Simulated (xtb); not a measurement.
C4H6 (SMILES [CH2][C]([CH2])[CH2]), triplet, at a GFN2-xTB geometry; GFN1-xTB with GBSA(acetonitrile) (xtb).

Input for xtb:
```
$ xtb mol.xyz --gfn 1 --uhf 2 --gbsa acetonitrile --json

# file mol.xyz
10

C     -0.58991066     1.27101035    -0.04360530
C      0.00000000     0.00000000     0.00000000
C      1.39621287    -0.12558987    -0.01342081
C     -0.80630221    -1.14542048     0.05702611
H     -1.65764415     1.38590246    -0.03410452
H      0.01229550     2.15913465    -0.08751715
H      1.86508911    -1.09120935     0.01943288
H      2.02915647     0.74092051    -0.05686552
H     -1.87738461    -1.06792530     0.06808427
H     -0.37151232    -2.12682297     0.09097004
```

Output, abridged:

```
   ID    Z sym.   atoms
    1    6 C      1-4
    2    1 H      5-10

           -------------------------------------------------
          |                Calculation Setup                |
           -------------------------------------------------

           -------------------------------------------------
          |                 G F N 1 - x T B                 |
           -------------------------------------------------

      * Solvation model:               GBSA
        Solvent                        acetonitrile
        Parameter file                 internal GFN1-xTB/GBSA
        Dielectric constant                3.7500E+01
        Reference state                gsolv [1 M gas/solution]
        Free energy shift                  4.2202E-03 Eh       2.6482E+00 kcal/mol
        Temperature                        2.9815E+02 K
        Density                            7.8600E-01 kg/L
        Solvent mass                       4.1050E+01 g/mol
        Interaction kernel             Still
        Born radius scaling (c1)           1.4775E+00
        Born radii integrator          GBOBC
        Born offset                        1.6583E-02 a0       3.1337E-02 AA
        H-bond correction              true
        Ion screening                  false
        Surface tension                    1.0000E-05 Eh       1.5569E+01 dyn/cm
        Grid points                               230 per atom

          ...................................................
          :                      SETUP                      :
          :.................................................:
          :  # basis functions                  28          :
          :  # atomic orbitals                  28          :
          :  # shells                           20          :
          :  # electrons                        22          :
          :  # halogen bonds                     0          :
          :  max. iterations                   250          :
          :  Hamiltonian                  GFN1-xTB          :
          :  restarted?                      false          :
          :  GBSA solvation                   true          :
          :  PC potential                    false          :
          :  electronic temp.          300.0000000     K    :
          :  accuracy                    1.0000000          :
          :  -> integral cutoff          0.2500000E+02      :
          :  -> integral neglect         0.1000000E-07      :
[...]
         :: total energy             -11.536496700118 Eh    ::
[...]
        28                          0.5407546              14.7147
      -------------------------------------------------------------
                  HL-Gap            0.1822696 Eh            4.9598 eV
             Fermi-level           -0.3476979 Eh           -9.4613 eV

  Mulliken/CM5 charges         n(s)   n(p)   n(d)
     1C    -0.09170 -0.19334   1.066  3.025  0.000
     2C     0.03417  0.01391   1.066  2.899  0.000
     3C    -0.09170 -0.19335   1.066  3.025  0.000
     4C    -0.09170 -0.19335   1.066  3.025  0.000
     5H     0.04016  0.09435   0.960  0.000  0.000
     6H     0.04016  0.09435   0.960  0.000  0.000
     7H     0.04016  0.09436   0.960  0.000  0.000
     8H     0.04016  0.09435   0.960  0.000  0.000
     9H     0.04016  0.09436   0.960  0.000  0.000
    10H     0.04016  0.09435   0.960  0.000  0.000

Wiberg/Mayer (AO) data.
largest (>0.10) Wiberg bond orders for each atom

 ---------------------------------------------------------------------------
     #   Z sym  total        # sym  WBO       # sym  WBO       # sym  WBO
 ---------------------------------------------------------------------------
     1   6 C    3.551 --     2 C    1.333     6 H    0.984     5 H    0.984
                             4 C    0.113     3 C    0.113
     2   6 C    3.992 --     4 C    1.333     1 C    1.333     3 C    1.333
     3   6 C    3.551 --     2 C    1.333     8 H    0.984     7 H    0.984
                             1 C    0.113     4 C    0.113
     4   6 C    3.551 --     2 C    1.333    10 H    0.984     9 H    0.984
                             1 C    0.113     3 C    0.113
     5   1 H    1.003 --     1 C    0.984
     6   1 H    1.003 --     1 C    0.984
     7   1 H    1.003 --     3 C    0.984
     8   1 H    1.003 --     3 C    0.984
     9   1 H    1.003 --     4 C    0.984
    10   1 H    1.003 --     4 C    0.984
 ---------------------------------------------------------------------------

Topologies differ in total number of bonds
Writing topology from bond orders to xtbtopo.mol

 dipole moment from electron density (au)
     X       Y       Z
   0.0000  -0.0000   0.0000  total (Debye):    0.000

           -------------------------------------------------
          | TOTAL ENERGY              -11.536496700118 Eh   |
          | GRADIENT NORM               0.008745080526 Eh/α |
          | HOMO-LUMO GAP               4.959808449753 eV   |
           -------------------------------------------------

normal termination of xtb
```
